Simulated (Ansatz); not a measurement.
Isolated molecules relaxed with PBE0-D4/def2-TZVP in Ansatz; ΔE leaves out vibrations. CCSD(T)/CBS adds triple-zeta CCSD(T) − MP2 to the extrapolated MP2 energy (def2 sets, frozen cores). Elements past krypton have def2 core potentials. For In outer-core shells are correlated without core-valence functions, which leaves a few kJ/mol of doubt a bond. One conformer a species, not always the lowest.

Reaction (redistribution): `N[Si@@H]1C[Si@H]1[SiH3]` + `[OH][In]([OH])[SH]` → `N[SiH]1C[SiH2]1` + `[OH][In]([SH])[O][SiH3]`

`N[Si@@H]1C[Si@H]1[SiH3]`:

```xyz
14

N    -2.186    1.903    0.605
Si   -1.320    0.440    0.368
C     0.260    0.226    1.333
Si    0.741    0.191   -0.542
Si    1.577   -1.830   -1.320
H    -1.670    2.732    0.854
H    -2.934    2.134   -0.032
H    -2.257   -0.707    0.339
H     0.640    1.088    1.882
H     0.390   -0.687    1.909
H     1.525    1.396   -0.930
H     0.718   -2.920   -0.781
H     2.978   -2.079   -0.879
H     1.539   -1.887   -2.807
```

`[OH][In]([OH])[SH]`:

```xyz
7

O     1.086   -1.689    0.390
In    0.009   -0.065    0.048
O     0.620    0.990   -1.503
S    -1.855    0.645    1.312
H     0.785   -2.200    1.145
H     1.384    0.590   -1.926
H    -2.030    1.728    0.534
```

`N[SiH]1C[SiH2]1`:

Cartesian coordinates in Å:
```
N 0.709 -0.775 1.712
Si 0.814 -0.165 0.116
C -0.669 -0.491 -1.002
Si -0.662 1.371 -0.590
H 0.922 -0.182 2.496
H 0.898 -1.743 1.916
H 2.116 -0.316 -0.587
H -1.492 -1.058 -0.572
H -0.482 -0.777 -2.035
H -0.375 2.292 -1.716
H -1.779 1.844 0.262
```

`[OH][In]([SH])[O][SiH3]`:

Z-matrix (Å, degrees):
```
Si
O 1 1.627
H 1 1.488 2 110.7
H 1 1.488 2 110.7 3 -120.8
H 1 1.498 2 111.0 3 119.6
In 2 1.982 1 134.4 3 -119.8
S 6 2.350 2 120.5 1 0.1
O 6 1.964 2 112.7 1 -179.9
H 7 1.346 6 91.4 2 0.0
H 8 0.962 6 110.9 2 0.0
```

```tsv
species	HF/def2-QZVPP energy (Eh)
`N[Si@@H]1C[Si@H]1[SiH3]`	-964.44218
`[OH][In]([OH])[SH]`	-738.38481
`N[SiH]1C[SiH2]1`	-674.32351
`[OH][In]([SH])[O][SiH3]`	-1028.54987
```

**Question.** Work out ΔE.

**Answer.** ΔE = (-674.32351) + (-1028.54987) − (-964.44218) − (-738.38481) = -0.04639 Eh = -121.8 kJ/mol. CCSD(T)/CBS gives -91.0 kJ/mol.

Largest T1 diagnostic among the species: 0.016.

From r2SCAN to r2SCAN0 (25 % exact exchange), in def2-TZVPP and without D4, ΔE moves by −5.9 kJ/mol. In def2-TZVPP, CCSD(T) changes the Hartree–Fock value by +28.7 kJ/mol (the triples alone add +4.6 kJ/mol) and MP2 by +23.7 kJ/mol.
